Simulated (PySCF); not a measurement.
## Computed properties of C4H9Al, SMILES [CH3][AlH][CH2]C=C

Al(All)(H)(Me) (C4H9Al), SMILES C=C[CH2][AlH][CH3]. Coordinates come from a B3LYP-D3(BJ)/def2-SVP optimisation. The structure was generated by enumeration; whether it is a known compound was not checked. The values are those of a single conformer. All values are computed for the isolated molecule unless a solvent is named; none is compared with measurement here.

**Structure.** All 36 harmonic modes at B3LYP-D3(BJ)/def2-SVP (PySCF) are real, so it is a minimum.

**Vibrations.** The strongest infrared lines (harmonic, unscaled, degenerate partners summed) lie at 760 cm⁻¹ (191 km/mol, H 75 %, C 17 %, Al 8 %), 1932 cm⁻¹ (174 km/mol, H 96 %), 933 cm⁻¹ (114 km/mol, H 68 %, C 32 %). The softest mode is at 76 cm⁻¹ and the zero-point energy is 70.1 kcal/mol.

**Electronic structure.** r2SCAN/def2-TZVP (PySCF) places the frontier levels at -5.87 and -1.19 eV, a gap of 4.68 eV, and gives a dipole moment of 1.06 D and a mean polarisability of 78.0 bohr³. PBE/def2-TZVP (PySCF) at the same geometry gives -5.69 and -1.39 eV, so its gap is 0.38 eV narrower. An orbital gap is neither the optical nor the fundamental gap.

**Excitations.** TDA-ωB97X/def2-SVPD (PySCF) has S1 at 5.83 eV (213 nm, f = 0.230, bright); the most intense of the 10 singlets computed lies at 5.83 eV (f = 0.23). T1 (TDA) is at 3.91 eV, 1.92 eV under S1. TDA-PBE/def2-SVPD (PySCF) puts S1 at 5.13 eV. No vertical singlet excitation falls in the visible range (under 3.1 eV).

**NMR.** GIAO shifts at PBE0/pcSseg-1 (PySCF) (non-relativistic, atoms alike by connectivity averaged): ¹³C from -11.7 to 147.7 ppm against TMS; ¹H from -0.3 to 6.6 ppm against TMS.
